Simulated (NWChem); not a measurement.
# BBr$_{3}$; SMILES BrB(Br)Br

Results from NWChem. Pople sets run with spherical d functions. This build's default masses of Se (78.918 u) and Br (79.917 u) are each other's, which moves their modes by up to 0.6 %. B3LYP is NWChem's, with the RPA form of VWN correlation. Each level has its own optimisation; frequencies are unscaled.

```
level                                 r B–Br (Å)  highest harmonic frequency (cm⁻¹)  lowest (cm⁻¹)  zero-point energy (kcal/mol)
------------------------------------  ----------  ---------------------------------  -------------  ----------------------------
Hartree-Fock/STO-3G                        1.886                                993            185                           4.5
Hartree-Fock/3-21G                         1.932                                772            167                           3.7
Hartree-Fock/6-31G*                        1.910                                860            162                           3.9
B3LYP/6-31G*                               1.916                                807            151                           3.7
LDA (Slater exchange, VWN5)/def2-SVP       1.890                                846            149                           3.8
PBE/def2-SVP                               1.912                                813            147                           3.7
BLYP/def2-SVP                              1.927                                781            147                           3.6
PBE0/def2-SVP                              1.899                                848            152                           3.8
```
